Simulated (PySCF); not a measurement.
From one molecule to another.

First species: silicon sulfide, SiS (singlet state).
SMILES: `S=[Si]`

Second species: C2H8Cl2Si2.
InChI=1S/C2H8Cl2Si2/c1-5-6(4)2-3/h6H,2,5H2,1H3/t6-/m0/s1

Levels: CAM-B3LYP/def2-SVPD for dipole moment, HOMO energy, LUMO energy, HOMO–LUMO gap, static isotropic polarisability and electronic spatial extent ⟨r²⟩ about the centre of nuclear charge; TDDFT CAM-B3LYP/def2-SVPD for lowest singlet excitation; TDA CAM-B3LYP/def2-SVPD for lowest triplet excitation (Tamm–Dancoff); GFN2-xTB for smallest rotational constant. Geometries: GFN2-xTB. All species are isolated and taken at one optimised geometry, non-relativistic unless stated. Electronic properties by PySCF.

The conformers computed, where there is a choice (atom-mapped SMILES and torsion angles):
- `[CH3:1][SiH2:2][Si@H:3]([Cl:4])[CH2:5][Cl:6]`: C1–Si2–Si3–Cl4 -60°, Si2–Si3–C5–Cl6 -58°

Values for the first species:

```
Dipole moment                                                     : 2.24 D
HOMO energy                                                       : -9.31 eV
LUMO energy                                                       : -1.47 eV
HOMO–LUMO gap                                                     : 7.84 eV
Lowest singlet excitation                                         : 3.76 eV
Lowest triplet excitation (Tamm–Dancoff)                          : 3.10 eV
Static isotropic polarisability                                   : 50.3 au
Electronic spatial extent ⟨r²⟩ about the centre of nuclear charge : 164 bohr²
Smallest rotational constant                                      : 8.468 GHz
```

(1) Estimate the same properties for the second species, and the change in each.

Results:

(1) 
| property | first | second | second less first |
| --- | --- | --- | --- |
| dipole moment | 2.24 D | 1.06 D | -1.18 D |
| HOMO energy | -9.31 eV | -9.35 eV | -0.04 eV |
| LUMO energy | -1.47 eV | 0.40 eV | +1.87 eV |
| HOMO–LUMO gap | 7.84 eV | 9.75 eV | +1.91 eV |
| lowest singlet excitation | 3.76 eV | 6.52 eV | +2.76 eV |
| lowest triplet excitation (Tamm–Dancoff) | 3.10 eV | 5.89 eV | +2.79 eV |
| static isotropic polarisability | 50.3 au | 106.5 au | +56.2 au |
| electronic spatial extent ⟨r²⟩ about the centre of nuclear charge | 164 bohr² | 1729 bohr² | +1565 bohr² |
| smallest rotational constant | 8.468 GHz | 0.632 GHz | -7.836 GHz |

On the first: The polarisability is 7.45 Å³ as a volume (1 au = 0.148185 Å³), or 1.68 au for each of the 30 electrons. The principal polarisabilities are 41.6, 41.6 and 67.7 au; their mean is the isotropic value.

On the second: The dipole matches unit charges of opposite sign 0.22 Å apart (1 e·Å = 4.8032 D). The vertical singlet–triplet gap S1 − T1 is 0.63 eV (TDDFT singlet less Tamm–Dancoff triplet; S1: HOMO→LUMO, weight 0.62; T1: HOMO→LUMO, weight 0.59).
